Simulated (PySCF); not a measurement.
YH3(H2O) at several levels of theory

Computed with PySCF 2.14.0 (density fitting, no spin-orbit coupling) at the geometry relaxed with PBE0:

```xyz
7
YH3(H2O) (singlet)
Y     0.1443   -0.3096    0.0532
H     0.5512    1.6882    0.4147
H    -0.7567   -1.3466    1.4887
H     1.4520   -1.2991   -1.0694
O    -1.1351    1.1557   -1.1409
H    -0.5239    1.7826   -0.5995
H    -1.2112    1.4946   -2.0408
```

| level | basis | state | HOMO (eV) | gap (eV) | charge on Y1 (e) | dipole about the centre of mass (D) | largest force component (eV/Å) |
| --- | --- | --- | --- | --- | --- | --- | --- |
| PBE0 | Y def2-SVP with ECP28, H def2-SVP, O def2-SVP | singlet | -6.66 | 5.56 | 0.83 | 4.06 | 0.02 |
| TPSS | the same | singlet | -5.64 | 3.89 | 0.86 | 4.09 | 0.45 |
| wB97X | the same | singlet | -9.11 | 9.99 | 0.90 | 4.21 | 0.16 |

Charges are Mulliken's, which hang on the basis. The relaxation used the grid (50, 194), these runs (75, 302) or, all-electron (x2c bases, spin-free X2C Hamiltonian), (99, 590).

What does PBE0 with Y def2-TZVP with ECP28, H def2-TZVP, O def2-TZVP give here?

state singlet, HOMO (eV) -6.72, gap (eV) 5.59, charge on Y1 (e) 0.70, dipole about the centre of mass (D) 3.91, largest force component (eV/Å) 0.21. Time: 4 s on 2 threads of Arm Neoverse V2, with other jobs on the host, from free ions and atoms.

In the first row's basis the gap widens with exact exchange: 3.9 eV for TPSS (none); 5.6 eV for PBE0 (a fixed share); 10.0 eV for wB97X (rising or full at long range).
